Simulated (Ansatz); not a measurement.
Isolated molecules relaxed with PBE0-D4/def2-TZVP in Ansatz; ΔE leaves out vibrations. CCSD(T)/CBS adds triple-zeta CCSD(T) − MP2 to the extrapolated MP2 energy (def2 sets, frozen cores). Functionals use def2-TZVPP. B3LYP here is the variant with VWN-RPA as its local correlation; programs differ in this. For Br outer-core shells are correlated without core-valence functions, which leaves a few kJ/mol of doubt a bond. Scalar relativity is left out up to krypton. One conformer a species, not always the lowest.

Reaction (substitution at a C–Si bond): `C[Si@H](F)[C@@H](F)Cl` + HBr → `FC(Cl)Br` + `C[SiH2]F`

`C[Si@H](F)[C@@H](F)Cl`:

```xyz
11

C    -0.367    0.188   -1.519
Si   -0.552   -0.538    0.166
F    -1.950   -0.124    0.824
C     0.804    0.114    1.334
F     2.029   -0.301    0.869
Cl    0.766    1.892    1.384
H    -0.446    1.276   -1.484
H    -1.134   -0.199   -2.194
H     0.613   -0.073   -1.929
H    -0.472   -2.019    0.177
H     0.709   -0.216    2.371
```

HBr:

```xyz
2

Br   -0.085   -0.546   -0.446
H     0.085    0.546    0.446
```

`FC(Cl)Br`:

```xyz
5

F    -0.962    0.420   -0.924
C    -0.117   -0.080   -0.014
Cl    1.221   -0.876   -0.820
Br    0.489    1.343    1.147
H    -0.631   -0.807    0.610
```

`C[SiH2]F`:

```xyz
8

C     0.736   -0.049    0.652
Si   -0.641    0.004   -0.588
F    -1.368    1.432   -0.513
H     0.357    0.097    1.666
H     1.238   -1.020    0.614
H     1.479    0.725    0.447
H    -0.133   -0.161   -1.973
H    -1.668   -1.030   -0.305
```

**Question.** Is it downhill or uphill in electronic energy at CCSD(T)/CBS, and by how much? (An estimate is asked.)

**Answer.** The calculation gave: Uphill: ΔE = +0.56 eV.

**Question.** What do these levels give: PBE-D4, r2SCAN-D4, PBE0-D4, ωB97X-V, PBE, PBE0, B3LYP, MP2/def2-TZVPP, CCSD/def2-TZVPP, CCSD(T)/def2-TZVPP, HF/CBS(def2), MP2/CBS(def2)? (Estimate.)

**Answer.** Ansatz gave: PBE-D4 0.50, r2SCAN-D4 0.53, PBE0-D4 0.54, ωB97X-V 0.55, PBE 0.46, PBE0 0.50, B3LYP 0.49, MP2/def2-TZVPP 0.51, CCSD/def2-TZVPP 0.57, CCSD(T)/def2-TZVPP 0.55, HF/CBS(def2) 0.54, MP2/CBS(def2) 0.52 eV.

Largest T1 diagnostic among the species: 0.011.

The D4 term adds +0.06 eV with B3LYP and +0.04 eV with PBE0; it sums over pairs of atoms, weighted by their polarisabilities, and B3LYP, whose exchange is more repulsive, gets the larger term. From PBE to PBE0 (25 % exact exchange), in def2-TZVPP and without D4, ΔE moves by +0.05 eV.
